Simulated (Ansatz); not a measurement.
Consider the ligand exchange at the Si–O bond: `[SiH3][O][GeH3]` + `N=CF` → `F/C=N/[SiH3]` + `[OH][GeH3]`.

Program: Ansatz. Geometries: PBE0-D4/def2-TZVP. ΔE: electronic, gas phase. CBS: MP2 limit from def2 TZ/QZ plus the TZ coupled-cluster correction, frozen cores. This one scheme is used for every species. Functionals use def2-TZVPP. For Ge outer-core shells are correlated without core-valence functions, which leaves a few kJ/mol of doubt a bond. Scalar relativity is left out up to krypton. One conformer a species, not always the lowest.

`[SiH3][O][GeH3]`:

Cartesian coordinates in Å:
```
Si 0.678 -1.325 -0.440
O 0.024 -0.291 0.641
Ge -0.697 1.329 0.543
H -0.316 -1.710 -1.481
H 1.120 -2.539 0.290
H 1.846 -0.709 -1.130
H -1.089 1.691 1.979
H -1.924 1.258 -0.381
H 0.358 2.295 -0.021
```

`N=CF`:

Cartesian coordinates in Å:
```
N 0.178 -0.650 -0.677
C -0.013 0.309 0.089
F 0.180 1.551 -0.341
H -0.011 -1.528 -0.203
H -0.334 0.317 1.132
```

`F/C=N/[SiH3]`:

Z-matrix (Å, degrees):
```
Si
N 1 1.735
H 1 1.482 2 108.0
H 1 1.482 2 108.0 3 -118.8
H 1 1.492 2 112.0 3 120.6
C 2 1.234 1 125.7 3 -120.8
F 6 1.336 2 121.3 1 -180.0
H 6 1.095 2 129.6 1 0.0
```

`[OH][GeH3]`:

```xyz
6

O     0.780   -0.443    1.038
Ge   -0.276    0.274   -0.206
H     1.181   -1.267    0.752
H    -0.804    1.557    0.441
H    -1.421   -0.699   -0.547
H     0.540    0.578   -1.477
```

```
        level  ΔE (kcal/mol)
       B2PLYP           12.7
       revPBE           10.2
      r2SCANh           12.2
      r2SCAN0           12.6
        BHLYP           13.6
  HF/def2-SVP           15.4
CCSD/def2-SVP           14.5
HF/def2-TZVPP           15.4
```

(1) What does CCSD(T)/CBS give? (Best estimate.)

Largest T1 diagnostic among the species: 0.014.

## Answers

(1) The calculation gave: +13.2 kcal/mol. The listed levels differ from it by -0.5, -3.0, -1.0, -0.6, 0.4, 2.2, 1.3, 2.2 kcal/mol.

Leaving LDA and LC-ωPBE aside and taking each functional with its dispersion term where it has one, the values, not all of them listed here, spread over 3.9 kcal/mol, from revPBE-D4 to BHLYP-D4. From BLYP to BHLYP (50 % exact exchange), in def2-TZVPP and without D4, ΔE moves by +2.2 kcal/mol.
